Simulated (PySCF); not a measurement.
Isomers of C5H14BN. Computed with PBE0-D3(BJ)/def2-SVP geometry optimisation, gas phase in PySCF 2.14.0. One conformer each; no zero-point energy, no entropy. No frequencies were run at this level. Point groups hold within 0.08 Å.

Problem. Order them by energy at this level, lowest first, and give relative energies in kcal/mol.
A. `[CH3:1][CH2:2][CH2:3][BH:4][N:5]([CH3:6])[CH3:7]` with C1–C2–C3–B4 -176°, C2–C3–B4–N5 -89°
B. `[BH3-:1][N@H+:2]([CH3:3])[CH:4]1[CH2:5][CH2:6][CH2:7]1` with B1–N2–C4–C5 -172°, N2–C4–C5–C6 142°, C4–C5–C6–C7 -19°, C5–C6–C7–C4 20°, N2–C4–C7–C6 -143°
C. `[CH3:1][N+:2]1([CH3:3])[BH2-:4][CH2:5][CH2:6][CH2:7]1` with C1–N2–B4–C5 156°, N2–B4–C5–C6 -16°, B4–C5–C6–C7 -8°, C5–C6–C7–N2 34°

Solution. A (0.0), C (19.3), B (38.0).

As drawn, the highest has a four-membered ring and an N–H bond, which the lowest lacks.

```
               SMILES      E (Eh)  E rel (kcal/mol)  dipole (D)  point group     A, B, C (MHz)
            CCCBN(C)C  -278.06562               0.0        1.68           C1  5974, 1110, 1028
  C[N+]1(C)[BH2-]CCC1  -278.03492              19.3        4.44           C1  3979, 2221, 2094
[BH3-][N@H+](C)C1CCC1  -278.00506              38.0        5.40           C1  4671, 1861, 1444
```

Problem. How do the relative energies change in single points at PBE0/pcSseg-1 (no added dispersion term) on the same geometries?

Solution. 
```
               SMILES  PBE0-D3(BJ)/def2-SVP (kcal/mol)  PBE0/pcSseg-1 (kcal/mol)  shift
            CCCBN(C)C                              0.0                       0.0    0.0
  C[N+]1(C)[BH2-]CCC1                             19.3                      21.2   +1.9
[BH3-][N@H+](C)C1CCC1                             38.0                      40.4   +2.4
```

Each column counts from its own lowest isomer. The order is unchanged; the largest shift is 2.4 kcal/mol.
